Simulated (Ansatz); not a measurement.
`F[SiH2]/C=C/[SiH3]` + `[SiH3]P` → `F[SiH2]P[SiH3]` + `C=C[SiH3]` at 700 K and 1 bar (ligand exchange at the Si–C bond).

Program: Ansatz. Geometries: PBE0-D4/def2-TZVP. ΔE: electronic, gas phase. CCSD(T)/CBS is the MP2 limit (def2-TZVPP, def2-QZVPP) plus CCSD(T) − MP2 in def2-TZVPP, frozen cores. This one scheme is used for every species. One conformer a species, not always the lowest.

```json
{"species": "`F[SiH2]/C=C/[SiH3]`", "CCSD(T)/CBS energy (Eh)": "-758.30379", "H − E (kJ/mol)": "292.4", "S (J/(mol·K))": "498.5"}
{"species": "`[SiH3]P`", "CCSD(T)/CBS energy (Eh)": "-633.00997", "H − E (kJ/mol)": "162.4", "S (J/(mol·K))": "357.3"}
{"species": "`F[SiH2]P[SiH3]`", "CCSD(T)/CBS energy (Eh)": "-1022.56126", "H − E (kJ/mol)": "226.2", "S (J/(mol·K))": "489.1"}
{"species": "`C=C[SiH3]`", "CCSD(T)/CBS energy (Eh)": "-368.76077", "H − E (kJ/mol)": "234.3", "S (J/(mol·K))": "375.6"}
```

H − E and S are ideal-gas, rigid-rotor, harmonic terms from PBE0-D4/def2-TZVP, for one conformer and one mirror image of each species. 1 Eh = 2625.50 kJ/mol, R = 8.31446 J/(mol·K).

By hand: ΔE, ΔH, ΔS and ΔG.

ΔE = (-1022.56126) + (-368.76077) − (-758.30379) − (-633.00997) = -0.00827 Eh = -21.7 kJ/mol. Δ(H − E) = 226.2 + 234.3 − 292.4 − 162.4 = 5.7, so ΔH = -16.0 kJ/mol. ΔS = 489.1 + 375.6 − 498.5 − 357.3 = 8.9 J/(mol·K). ΔG = -16.0 − 700 × (8.9)/1000 = -22.2 kJ/mol.

By hand: the equilibrium constant, and the temperature at which ΔG would vanish if ΔH and ΔS stayed fixed.

log₁₀ K = −ΔG/(RT ln 10) = 1.7. ΔH and −TΔS have one sign here, so there is no such temperature.

TΔS isn't small against ΔH here. A doubt of 5 kJ/mol in ΔE shifts log₁₀ K by 0.4 here. Other conformers and mirror images would add mixing entropy, several J/(mol·K) or more a flexible species. Modes under 60 cm⁻¹, often nearly free rotors, make the harmonic entropy too high. These are equilibria of isolated gas molecules and say nothing of rates. Largest T1 diagnostic: 0.013 (customary marks: 0.02 for closed shells, 0.045 for open ones).

ΔS is within the doubt of such terms, so its sign, and with it that verdict, could turn.
